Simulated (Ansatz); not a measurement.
# Abstraction of H: CHF3S + C2H6GaO2 → CSF3 + C2H7GaO2

Species: CHF3S (trifluoromethanethiol) `FC(F)(F)S`, singlet; C2H6GaO2 `C[O][Ga][O]C`, doublet; CSF3 `FC(F)(F)[S]`, doublet; C2H7GaO2 `C[O][GaH][O]C`, singlet. A radical takes H: the energy is the difference in strength between the S–H bond broken and the Ga–H bond made.

Shapes, held fixed at every level: PBE0-D4/def2-TZVP. Flexible molecules stand in one conformer, not always the lowest. Programs: Ansatz 0.2.0. The zero-point and thermal change to 298 K, harmonic and unscaled (PBE0-D4/def2-TZVP), is -4.5 kJ/mol.

| level | kind | ΔH(298 K) (kJ/mol) | less CCSD(T)/def2-TZVPP |
| --- | --- | --- | --- |
| MP2/def2-TZVPP | perturbation theory | +40.4 | +9.3 |
| HF/def2-SVP | Hartree–Fock | +5.9 | -25.2 |
| HF/def2-TZVPP | Hartree–Fock | +9.9 | -21.2 |
| BHLYP-D4/def2-TZVPP | global hybrid | +27.0 | -4.1 |
| B2PLYP/def2-TZVPP | double hybrid | +37.7 | +6.6 |
| CCSD/def2-TZVPP | coupled cluster or CI | +26.0 | -5.1 |
| CCSD(T)/def2-TZVPP | coupled cluster or CI | +31.1 | 0.0 |

The highest level, CCSD(T)/def2-TZVPP, gives ΔH(298 K) = +31.1 kJ/mol; the levels span +5.9 to +40.4. The column of differences is taken from that level and isn't an error. No measured value is set beside it here. Open shells run unrestricted. Relativity is left out for Ga. Outer-core shells of Ga are correlated, in sets that cover them unevenly.
